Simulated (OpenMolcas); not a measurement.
Mo5+ among 2 point charges of -2 e arranged as a linear pair (D∞h).

| Property | Result |
| --- | --- |
| Program | OpenMolcas |
| Method | SS-CASPT2, IPEA 0.25 Eh, imaginary shift 0.1 Eh (closed shells correlated: 4s 4p) |
| Basis | ANO-RCC-VDZP [6s5p3d1f] |
| Scalar Hamiltonian | DKH2, point nucleus |
| Active space | 1 electron in 5 orbitals (4d) |
| State averaging | 2S+1 = 2 even, 5 roots |
| Spin-orbit coupling | RASSI with atomic mean-field integrals over the reference wave functions |

All point charges move together. At R = 1.99 Å the first state of the same spin is 13210 cm-1, and at R = 2.09 Å it is 11610 cm-1.

A third run gives 9070 cm-1. What distance was it run at?

With a power law R^-n the two known points give n = -ln(11610 / 13210) / ln(2.09 / 1.99) = 2.63. Then R = 1.99 × (13210 / 9070)^(1/2.63) = 2.296 Å. The run was at 2.29 Å, so the estimate is off by +0.006 Å.

Free-ion shares, where given, are those of the reference states; single-state CASPT2 does not remix them. Point charges carry no covalency, so the field is a model and not that of real ligands. No measured value stands beside these numbers.
